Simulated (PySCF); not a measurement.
## Relaxation of triplet H2RuO2

Computed with UPBE0/[Ru def2-TZVP with ECP28, O def2-TZVP, H def2-TZVP], scalar-relativistic core potentials, density fitting, no spin–orbit coupling, PySCF. A (50,194) grid was used.

A start displaced from a saddle point along its imaginary mode, of Cs symmetry, held to at least that symmetry:

```xyz
5
charge 0 multiplicity 3, angstrom
Ru    0.0114    0.0000    0.1945
O    -0.0282    1.4234   -0.6927
O    -0.0282   -1.4234   -0.6927
H     1.1360    0.0000    1.3743
H    -1.3981    0.0000    0.9485
```

(1) What forces act on the atoms at the start (eV/Å)?

(2) What does it relax to?

(3) How much energy is released, and in how many steps?

Answers

(1) 
```csv
atom,Fx,Fy,Fz
Ru1,-0.07,0.00,0.32
O2,0.01,0.01,-0.01
O3,0.01,-0.01,-0.01
H4,-0.25,0.00,-0.20
H5,0.31,0.00,-0.11
```

(2) It ends at Cs with Ru–H 1.559 Å, Ru–H 1.619 Å, Ru–O 1.688 Å (×2); H–Ru–H 75.3°, H–Ru–O 98.1° (×2), H–Ru–O 120.4° (×2), O–Ru–O 119.2° (after a last refinement on a finer grid). A frequency run shows a minimum.

(3) 4.1 kJ/mol in 14 steps.

Open d and f shells are described by one determinant, and the ground state may have another occupation or spin.

The relaxation took 34 s on 4 threads of a shared Arm Neoverse V2 host, with 114 basis functions and 16 gradients; the process peaked at 1.5 GiB. Launch command: `OMP_NUM_THREADS=4 python axn.py task.json out`.
